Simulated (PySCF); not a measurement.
**Working with the constants of PbH**

UHF-CCSD(T) constants of PbH, ²Π (doublet), unpaired electrons π ↑ (PySCF, scalar-relativistic core potentials, basis sets H aug-cc-pVDZ, Pb aug-cc-pVDZ-PP with ECP60; masses 1.0078 and 207.9766 u):

* ωe: 1550.4 cm⁻¹
* ωexe: 24.8 cm⁻¹
* Be: 4.8664 cm⁻¹
* αe: 0.134 cm⁻¹
* De to H + Pb: 2.36 eV

Question: What force constant and bond length do these constants imply?

Answer: Reduced mass μred = 1.0030 u; k = 5.8918×10⁻⁷·μred·ωe² (u, cm⁻¹, mdyn/Å) = 1.42 mdyn/Å; Re = √(16.8576/(μred·Be)) (u, cm⁻¹, Å) = 1.858 Å.

Question: Estimate the centrifugal constant D from the Kratzer relation and find the Dunham coefficient a1.

Answer: D = 4Be³/ωe² = 0.000192 cm⁻¹; a1 = −1 − αeωe/(6Be²) = -2.46.

Correlated steps freeze 4 core orbitals. Correlated levels converge slowly with the basis: in double zeta they bind strong bonds too weakly, by up to about 1 eV, and carry superposition errors of some tenths. These are scalar-relativistic numbers at best; spin–orbit coupling would shift them, the dissociation energy most. The state was picked by a PBE0 search and need not be the measured ground state.
